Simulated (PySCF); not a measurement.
H5MgNSi, SMILES [NH2][Mg][SiH3].

Geometry optimised at ωB97X-D3(BJ)/def2-TZVP. Other conformers were not sampled.

Calculation: PySCF 2.14.0 with IEF-PCM-PBE0/def2-SVP.

The values are the electrostatic part of the solvation free energy, E(continuum) − E(gas) at the gas-phase geometry, in a cavity of scaled van der Waals radii (PySCF's table); cavitation and dispersion terms are not included. A continuum can't describe solvent molecules that bind to the metal. In vacuum the orbital gap is 5.54 eV. The dipole moment in vacuum is 1.53 D.

Estimate the values in water (ε = 78.36), acetone (ε = 20.49), benzene (ε = 2.27). (Estimate from the structure and the level; the computed values follow.)


```tsv
solvent	ε	ΔG(elec) (kcal/mol)	dipole (D)	gap (eV)
water	78.36	-9.5	2.29	5.98
acetone	20.49	-8.9	2.24	5.95
benzene	2.27	-4.0	1.84	5.73
```
